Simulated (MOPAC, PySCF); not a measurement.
[Hf(OH)2(Br)2], neutral singlet in the gas phase. 

Cartesian coordinates (Å):
```xyz
7

Hf     0.0709     0.1090    -0.0523
O     -1.6643    -0.3709     0.5858
H     -2.5353    -0.7048     0.8318
O      0.4053    -0.6744    -1.7613
H      0.4573    -1.0772    -2.6363
Br     1.8133    -0.7368     1.5724
Br     0.1997     2.6256    -0.2633
```
Charge 0, multiplicity 1.

All levels are single points at this geometry (TPSS-D3(BJ)/def2-SVP); Pople sets use spherical d functions. Orbital energies aren't observables, and empty levels follow the basis.

| level | HOMO (eV) | LUMO (eV) | gap (eV) | dipole (D) | vertical IE, Delta-SCF (eV) |
|---|---|---|---|---|---|
| B3LYP-D3(BJ)/def2-TZVP in PySCF | -8.00 | -1.37 | 6.64 | 3.85 | – |
| PBE-D3(BJ)/def2-TZVP in PySCF | -7.01 | -1.94 | 5.06 | 3.82 | – |
| TPSSh-D3(BJ)/def2-TZVP in PySCF | -7.61 | -1.52 | 6.09 | 3.91 | – |
| B3LYP/6-311+G** (LANL2DZ on Br, Hf) in PySCF | -8.14 | -1.83 | 6.31 | 4.13 | – |
| B3LYP/LANL2DZ in PySCF | -8.04 | -1.72 | 6.33 | 4.70 | – |
| PBE/6-31G* (LANL2DZ on Hf) in PySCF | -6.96 | -2.13 | 4.82 | 4.36 | – |
| SVWN5/6-31G* (LANL2DZ on Hf) in PySCF | -7.10 | -2.30 | 4.79 | 4.41 | – |
| HF/6-31G* (LANL2DZ on Hf) in PySCF | -11.17 | 1.77 | 12.94 | 4.55 | 11.78 |
| PM6 in MOPAC | -10.08 | -2.72 | 7.36 | 2.58 | – |
